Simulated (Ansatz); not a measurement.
Reaction (atomization): `C[O][Sn]([CH3])([CH3])[Si](F)(F)F` → 3 C• + 3 F• + 9 H• + O• + Si• + Sn•

Program: Ansatz. Geometries: PBE0-D4/def2-TZVP. ΔE: electronic, gas phase. CCSD(T)/CBS is the MP2 limit (def2-TZVPP, def2-QZVPP) plus CCSD(T) − MP2 in def2-TZVPP, frozen cores. This one scheme is used for every species, atoms too. No spin–orbit coupling; open shells (•) take unrestricted orbitals. Spin–orbit coupling would lower the free atoms: a little for C, F, O, Si; strongly for Sn. Elements past krypton have def2 core potentials. For Sn outer-core shells are correlated without core-valence functions, so the limit isn't a true one: a few kJ/mol of doubt a bond, and 10 to 20 or more in all where bonds break to atoms. Each species was taken in one conformer, which may not be the lowest.

```
                            species  HF/def2-QZVPP energy (Eh)
`C[O][Sn]([CH3])([CH3])[Si](F)(F)F`                 -994.79890
                                 C•                  -37.69363
                                 F•                  -99.41589
                                 H•                   -0.49998
                                 O•                  -74.81863
                                Si•                 -288.85873
                                Sn•                 -213.34066
```

(1) Work out ΔE.

Largest T1 diagnostic among the species: 0.013.

Answers

(1) ΔE = 9 × (-0.49998) + 3 × (-37.69363) + 3 × (-99.41589) + (-74.81863) + (-288.85873) + (-213.34066) − (-994.79890) = 1.95250 Eh = +1225.2 kcal/mol. CCSD(T)/CBS gives +1674.6 kcal/mol.

The D4 term adds +17.3 kcal/mol with B3LYP and +9.4 kcal/mol with PBE0; it sums over pairs of atoms, weighted by their polarisabilities, and B3LYP, whose exchange is more repulsive, gets the larger term. From r2SCAN to r2SCAN0 (25 % exact exchange), in def2-TZVPP and without D4, ΔE moves by −30.2 kcal/mol: exact exchange takes away binding that semilocal exchange gives to molecules. In def2-TZVPP, CCSD(T) changes the Hartree–Fock value by +406.9 kcal/mol (the triples alone add +24.8 kcal/mol) and MP2 by +440.9 kcal/mol; breaking electron pairs costs correlation energy, which Hartree–Fock lacks.

B3LYP here is the variant with VWN-RPA as its local correlation; programs differ in this.

For atomizations the MP2-based limit and the directly extrapolated one differ by several kJ/mol either way, and by 10 to 25 for some Ge, Se and Sn compounds, so smaller differences from it don't rank the levels.
